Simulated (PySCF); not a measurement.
Isomers of C7H11BO2, one conformer each; single-point electronic energies without zero-point terms and without any empirical dispersion term.

Level: PBE0/pcSseg-1 in PySCF, non-relativistic, each on one gas-phase PBE0-D3(BJ)/def2-SVP geometry that isn't relaxed in the solvent. The solvent is an IEF-PCM continuum (cavity from Bondi-type radii × 1.2). Only the electrostatic response of the medium enters.

| isomer | relative energy, gas (kJ/mol) | dipole (D) |
| --- | --- | --- |
| `C[C@H]1C=CCC(B(O)O)=C1` | 0.0 | 1.17 |
| `C=C(C)/C=C/[C@@H]1COBO1` | 128.1 | 2.57 |
| `C#CB1OC[C@H](CCC)O1` | 150.3 | 1.96 |

**Question.** How do the relative energies look in benzene (ε = 2.271)?

**Answer.** 
| isomer | relative energy, solvent (kJ/mol) | E(solvent) − E(gas) (kJ/mol) | dipole in solvent (D) |
| --- | --- | --- | --- |
| `C[C@H]1C=CCC(B(O)O)=C1` | 0.0 | -14.0 | 1.35 |
| `C=C(C)/C=C/[C@@H]1COBO1` | 131.1 | -10.9 | 2.83 |
| `C#CB1OC[C@H](CCC)O1` | 152.1 | -12.1 | 2.19 |

The order is unchanged. Conformers: `[CH3:1][C@H:2]1[CH:3]=[CH:4][CH2:5][C:6]([B:7]([OH:8])[OH:9])=[CH:10]1` with C6–B7–O8–H 180°, C6–B7–O9–H 0°; `[CH2:1]=[C:2]([CH3:3])/[CH:4]=[CH:5]/[C@@H:6]1[CH2:7][O:8][BH:9][O:10]1` with C1–C2–C4–C5 -179°, C4–C5–C6–C7 -116°; `[CH:1]#[C:2][B:3]1[O:4][CH2:5][C@H:6]([CH2:7][CH2:8][CH3:9])[O:10]1` with C5–C6–C7–C8 -178°, C6–C7–C8–C9 178°. `C[C@H]1C=CCC(B(O)O)=C1` gains most from the continuum, while `C=C(C)/C=C/[C@@H]1COBO1` has the largest gas-phase dipole. The gains span 3.1 kJ/mol, the gas-phase energies 150.3 kJ/mol.
